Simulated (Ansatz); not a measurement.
Cr(NH2)2 (CrN2H4), relaxed as a quintet with UKS PBE0-D4/def2-TZVP in Ansatz, starting from the GFN2-xTB geometry. Force threshold 0.02 eV/Å.

Start:

```xyz
7

Cr   -0.002   -0.001   -0.001
N    -0.968    1.536   -0.118
H    -1.536    1.966    0.612
H    -1.056    2.152   -0.928
N     0.966   -1.537    0.117
H     1.059   -2.148    0.930
H     1.537   -1.967   -0.611
```

Task: Estimate the energy that the relaxation releases and the steps that it takes.

Result: 0.09 eV, in 14 steps; 59 s on 2 threads of Intel Xeon Platinum 8375C on a shared host. The force fell under the threshold at step 13, but the optimiser went on. No frequencies were taken in this run, so the end may be a saddle point.

Task: Does the start keep its bonding and symmetry?

Result: By distances, no bond broke or formed. The bond that changes most is Cr1–N2, from 1.82 to 1.87 Å (atoms count from 1). Point group D2h at the start, Cs at the end, both within 0.05 Å.

Task: Predict the relaxed structure.

Result: 
```csv
atom,x (Å),y (Å),z (Å)
Cr1,-0.316,-0.209,-0.122
N2,-1.042,1.516,-0.143
H3,-1.404,2.014,0.661
H4,-0.939,2.189,-0.892
N5,0.923,-1.594,0.097
H6,1.144,-2.055,0.970
H7,1.634,-1.861,-0.572
```
Bond lengths: 2 × Cr–N 1.87 Å; 4 × H–N 1.01 Å.
